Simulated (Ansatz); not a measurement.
Born–Oppenheimer molecular dynamics of ClF₂H₆N₂OTa (13 atoms, charge 0, multiplicity 1). It starts at the highest image of a converged band, a first-order saddle point between two minima.

Method: RKS PBE/def2-SVP in Ansatz.

```json
{
 "ensemble": "NVE (velocity Verlet)",
 "time step": "0.5 fs",
 "steps asked": "200",
 "starting velocities drawn for": "300 K",
 "seed": "5979"
}
```

First frame:

```xyz
13
Properties=species:S:1:pos:R:3
Ta -0.275 0.328 -0.318
O 1.896 -0.295 -0.268
H 2.247 -0.541 0.609
F 0.027 0.669 1.536
F -0.140 -0.115 -2.157
Cl -2.295 1.496 -0.429
N -0.749 -1.571 0.087
H -0.798 -1.972 1.032
H -0.693 -2.332 -0.601
N 1.126 1.941 -0.743
H 1.184 2.308 -1.701
H 1.168 2.738 -0.094
H 1.994 0.801 -0.453
```

Task: How far do the bonds stretch over the last three quarters of this one trajectory? (Pairs bonded in most of those frames.)

Result: 
| bond | mean (Å) | spread (Å) | shortest | longest |
| --- | --- | --- | --- | --- |
| Ta1–O2 | 2.433 | 0.086 | 2.27 | 2.56 |
| Ta1–F4 | 1.919 | 0.019 | 1.89 | 1.94 |
| Ta1–F5 | 1.909 | 0.025 | 1.87 | 1.95 |
| Ta1–Cl6 | 2.329 | 0.006 | 2.32 | 2.34 |
| Ta1–N7 | 2.008 | 0.014 | 1.98 | 2.03 |
| Ta1–N10 | 2.076 | 0.059 | 1.99 | 2.15 |
| O2–H3 | 0.980 | 0.021 | 0.94 | 1.01 |
| O2–H13 | 1.002 | 0.028 | 0.95 | 1.06 |
| N7–H8 | 1.030 | 0.005 | 1.02 | 1.04 |
| N7–H9 | 1.026 | 0.011 | 1.01 | 1.04 |
| N10–H11 | 1.027 | 0.018 | 0.99 | 1.06 |
| N10–H12 | 1.030 | 0.028 | 0.99 | 1.08 |

Pairs bonded in part of these frames only: Ta1–H13 40 %.

Mean temperature of the second half: 168 K. The conserved energy stayed within 0.17 meV per atom of its start (net change 0.15 meV per atom), so the integration is sound. A run of 0.1 ps of so small a system gives no equilibrium averages. The orbitals stay closed-shell, which can raise the energy where a bond breaks towards radicals; this wasn't checked here.

Time of the run: 2.8 min on 4 threads of AMD EPYC 9R45 96-Core Processor (Zen 5) (shared host), peak memory 0.24 GiB.
